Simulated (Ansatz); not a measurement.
The cluster SnGe₂, relaxed as a singlet with RKS r2SCAN-D4/def2-TZVP in Ansatz, starting from the GFN1-xTB geometry. Force threshold 0.02 eV/Å.

In the def2 sets Sn takes a core potential; there is no spin–orbit coupling. The structure comes from a short search, and lower isomers may exist.

Start:

```
atom   x (Å)   y (Å)   z (Å)
 Ge1   0.713   1.271   0.806
 Ge2   0.610  -0.116  -0.922
 Sn3  -1.323  -1.155   0.116
```

```
step   energy (eV)  largest force component (eV/Å)  SCF passes
   1  -118869.4447                           0.999          20
   2  -118869.4835                           0.171          24
   3  -118869.4856                           0.071          23
   4  -118869.4878                           0.007          24
```

Force components are those of the run's own axes.

End:

Cartesian coordinates in Å:
```
Ge 0.6937 1.2730 0.8338
Ge 0.6338 -0.1299 -0.9715
Sn -1.3275 -1.1431 0.1378
```

By distances, no bond broke or formed. The bond that changes most is Ge1–Ge2, from 2.22 to 2.29 Å (atoms count from 1).

No frequencies were taken in this run, so the end may be a saddle point.

It took 8 s on 4 threads of Arm Neoverse V1 on a shared host.
